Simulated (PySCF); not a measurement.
# Static response to an electric field

Species: C4H5N3O.
Cartesian coordinates in Å at the GFN2-xTB level; atoms count from 1:
```xyz
13
C4H5N3O angstrom
C     -1.9434    0.3302    0.0277
C     -0.8616   -0.6907   -0.1891
O     -1.0706   -1.8496   -0.4726
C      0.5063   -0.1897   -0.0334
C      1.0722    1.0409    0.2750
N      2.4058    0.9003    0.2760
N      2.7061   -0.3132   -0.0057
N      1.5945   -0.9914   -0.1968
H     -2.9183   -0.1300   -0.1080
H     -1.8223    1.1484   -0.6793
H     -1.8667    0.7379    1.0335
H      0.6075    1.9810    0.4869
H      1.5862   -1.9734   -0.4319
```

Level: wB97X-D/def2-SVPD (PySCF), static field, nuclei fixed, core orbitals frozen in the response. The polarisability tensor in these axes (au):

```
x   86.93  5.33  2.38
y    5.33 74.17  7.24
z    2.38  7.24 46.27
```

Task: Diagonalise the tensor; give its mean and Δα, where Δα² is half the sum of the squared differences of the eigenvalues.

Result: Principal values 44.48, 73.49 and 89.41 au; mean 69.12 au = 10.24 Å³ = 11.40 × 10⁻⁴⁰ C²·m²/J; Δα = 39.46 au (57 % of the mean).

Task: What is the dipole moment, and where does it point?

Result: (-2.89, 0.78, 0.11) D, 2.99 D in size, pointing from the negative to the positive side. Measured along this direction, the outermost atoms are N7 at the negative end and H9 at the positive end.

Task: What are the principal values of the traceless quadrupole moment, Θ = ½Σq(3rr − r²1), about the centre of nuclear charge?

Result: -18.98, 4.56, 14.42 D·Å. The values depend on the origin, since the dipole doesn't vanish. The electronic extent ⟨r²⟩ about the same centre is 906 bohr², a root-mean-square distance of 2.09 Å for the 58 electrons.

Task: How large is μ²/3kT at 250 K beside α?

Result: In Gaussian units μ²/3kT = 86.44 Å³ against 10.24 Å³, a ratio of 8.44; the Debye molar polarisation (4π/3)N_A(α + μ²/3kT) is 243.9 cm³/mol, leaving out the vibrational part.

Task: Give the principal axes and the span of the nuclei along them.

Result: Largest value along (0.92, 0.38, 0.11), where the nuclei span 5.33 Å; middle along (-0.39, 0.90, 0.20), 4.12 Å; least along (-0.03, -0.23, 0.97), 1.76 Å. The response follows the extents in order.

Task: In TDDFT the mean static polarisability is Σ f/ω² over all singlet excitations (ω in hartree). How much of it do the 8 lowest give? Their energies (eV) and oscillator strengths: 4.13, 0.0001; 5.03, 0.0021; 5.66, 0.2930; 6.40, 0.0177; 6.55, 0.0100; 6.87, 0.0008; 7.67, 0.0831; 7.90, 0.0439.

Result: They add up to 8.92 au, 12.9 % of the 69.12 au; the largest single term is 6.78 au, from the state at 5.66 eV. Terms in order: 0.00, 0.06, 6.78, 0.32, 0.17, 0.01, 1.04, 0.52 au. Higher excitations give the rest. The strengths listed sum to 0.451.

Task: Find the Langevin capture rate constant for NO+ (29.998 u) meeting this molecule (111.043 u), k = 2.342 × 10⁻⁹ cm³/s × √(α in Å³ / reduced mass in u).

Result: The reduced mass is 23.62 u, so k = 1.54 × 10⁻⁹ cm³/s. The formula leaves out the permanent dipole, which adds to the capture rate.

One conformer (not necessarily the lowest) at the GFN2-xTB geometry, without solvent, vibrations or thermal averaging.

These values come from a run that also computed excited states. Time: 36 s wall. Hardware: one thread, Arm Neoverse V1, on a shared host.
